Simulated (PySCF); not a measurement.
# MSn cations for M along the third period

HF with double-zeta basis sets in PySCF, for the lowest determinant that a PBE0 search found; no spin–orbit coupling. De refers to high-spin ground-configuration atoms (the charge goes to the atom of lower measured ionisation energy or higher electron affinity, which is not always the lowest computed limit). A positive dipole points towards Sn; it is taken about the centre of mass and depends on that origin.

```json
{"M": "Na", "basis": "def2-SVP", "reference": "UHF", "charged atom": "Na+", "state (unpaired electrons)": "triplet (σ ↑, π ↑)", "Re (Å)": "3.494", "ωe (cm⁻¹)": "103", "De (eV)": "0.48", "μ (D)": "-10.90"}
{"M": "Mg", "basis": "x2c-SVPall", "reference": "UHF", "charged atom": "Sn+", "state (unpaired electrons)": "doublet (π ↑)", "Re (Å)": "3.051", "ωe (cm⁻¹)": "173", "De (eV)": "1.21", "μ (D)": "-7.47"}
{"M": "Al", "basis": "x2c-SVPall", "reference": "UHF", "charged atom": "Al+", "state (unpaired electrons)": "triplet (σ ↑, π ↑)", "Re (Å)": "3.217", "ωe (cm⁻¹)": "123", "De (eV)": "0.72", "μ (D)": "-6.37"}
{"M": "Si", "basis": "x2c-SVPall", "reference": "UHF", "charged atom": "Sn+", "state (unpaired electrons)": "quartet (σ ↑, π ↑↑)", "Re (Å)": "2.531", "ωe (cm⁻¹)": "339", "De (eV)": "1.43", "μ (D)": "-1.53"}
{"M": "P", "basis": "def2-SVPD", "reference": "UHF", "charged atom": "Sn+", "state (unpaired electrons)": "triplet (π ↑↑)", "Re (Å)": "2.537", "ωe (cm⁻¹)": "326", "De (eV)": "0.85", "μ (D)": "0.60"}
{"M": "S", "basis": "def2-SVP", "reference": "UHF", "charged atom": "Sn+", "state (unpaired electrons)": "doublet (π ↑)", "Re (Å)": "2.389", "ωe (cm⁻¹)": "399", "De (eV)": "1.54", "μ (D)": "2.07"}
{"M": "Cl", "basis": "def2-SVP", "reference": "RHF", "charged atom": "Sn+", "state (unpaired electrons)": "singlet (closed shell)", "Re (Å)": "2.290", "ωe (cm⁻¹)": "439", "De (eV)": "2.64", "μ (D)": "3.42"}
```

The shortest bond is that of SnCl⁺ (2.290 Å), the longest that of NaSn⁺ (3.494 Å). SnCl⁺ is bound most strongly (2.64 eV) and NaSn⁺ least (0.48 eV).

The rows differ in basis set, which adds steps of its own.

The state changes along the series, so neighbouring rows are not always alike in their bonding.

Spin–orbit coupling is left out, which matters for elements this heavy, above all for dissociation energies. For an ion De counts to the pair picked by the measured ionisation energies or electron affinities, which need not be the lowest pair at this level. Where the molecule has an RHF reference, its open-shell atoms are computed with UHF. Hartree–Fock leaves out correlation, which carries a large part of most bond energies and some tenths to 1 eV of ionisation energies. States were picked by a PBE0 search and need not be the measured ground states.
